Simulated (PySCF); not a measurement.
Method: M06-2X/def2-TZVP // PBE0-D3(BJ)/def2-SVP (PySCF). Isolated molecules, 0 K electronic values unless said otherwise. One relaxed conformer stands for a flexible species; it need not be the lowest. Delta-SCF ions had no search for a lower state. Excitations are Tamm–Dancoff values on a coarser integration grid. The basis has no diffuse functions, so Rydberg states are missing or too high.

Reference species (SMILES): `C[O][Ge]([O]C)([O]C)[O]C` (neutral, multiplicity 1).

| Quantity | Result |
|---|---|
| vertical ionisation energy (Delta-SCF) | 10.45 eV |
| T1 excitation (TDA) | 7.04 eV |

Changed species: `C[O][Ge]([I])([O]C)[O]C` (1 of 4 OCH3 replaced by I; the reference has 0 of 4 OCH3 replaced by I).

### Question
Predict the effect on the vertical ionisation energy (Delta-SCF) and T1 excitation (TDA).

### Answer
the vertical ionisation energy (Delta-SCF) falls by 0.54 eV, to 9.91 eV; the T1 excitation (TDA) falls by 1.62 eV, to 5.42 eV.
